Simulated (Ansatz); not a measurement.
Ansatz results at the PBE0-D4/def2-TZVP geometry: zero-point energy (PBE0-D4/def2-TZVP) 120.8 kJ/mol; size of the dipole moment (PBE/def2-TZVPP) 0.36 D; size of the dipole moment (ωB97M-V/def2-TZVPP) 0.41 D.

Each molecule was computed in one conformer, which needn't be the lowest.

Which molecule gave them?
A. `[NH2][AlH][OH]`
B. `C[O][AlH][F]`
C. `[SH][Al]([SH])[Br]`
D. `[F][Al]([Cl])[Cl]`

A. The others give `[F][Al]([Cl])[Cl]`: 15.3, 0.45, 0.44; `C[O][AlH][F]`: 135.4, 1.14, 1.12; `[SH][Al]([SH])[Br]`: 53.8, 1.91, 1.97.
